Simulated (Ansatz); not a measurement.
This geometry of BFH2O + BrH (7 atoms, charge 0, multiplicity 1) is a first-order saddle point.

Method: RKS LDA/def2-SVP (Ansatz 0.2.0).

```xyz
7
Properties=species:S:1:pos:R:3
B 0.028 0.081 0.162
O -0.075 -0.098 1.607
H -1.008 -0.302 1.844
H 1.115 -0.083 -0.344
F -1.097 -0.180 -0.485
Br 0.126 2.459 0.622
H 0.047 1.180 1.669
```

(1) Which two structures does it join? (They come from a converged band through this point; their orientation in space is the band's.)

(2) How far does it lie above each of them?

Answers

(1) Bonds broken: Br6–H7. Bonds formed: B1–Br6, O2–H7. BFH2O + BrH becomes BBrFH3O.

First end point:

```xyz
7
Properties=species:S:1:pos:R:3
B -0.151 -0.379 -0.029
O -0.454 0.212 1.148
H -1.113 -0.269 1.692
H 0.652 0.149 -0.769
F -0.738 -1.517 -0.344
Br 0.760 3.091 1.801
H 0.179 1.767 1.575
```

Last end point:

```xyz
7
Properties=species:S:1:pos:R:3
B 0.076 0.377 0.097
O -0.048 -0.029 1.660
H -0.950 -0.426 1.726
H 1.100 -0.102 -0.357
F -1.101 -0.047 -0.418
Br 0.165 2.387 0.322
H -0.106 0.896 2.044
```

(2) 40.6 kJ/mol above the first and 33.5 kJ/mol above the second. This is the barrier of this one path; another mechanism may lie lower. The orbitals stay closed-shell, which can raise the energy where a bond breaks towards radicals; this wasn't checked here.

Run time: 53 s on 2 threads of Intel(R) Xeon(R) 6975P-C (Granite Rapids), on a shared host, peak memory 0.14 GiB.
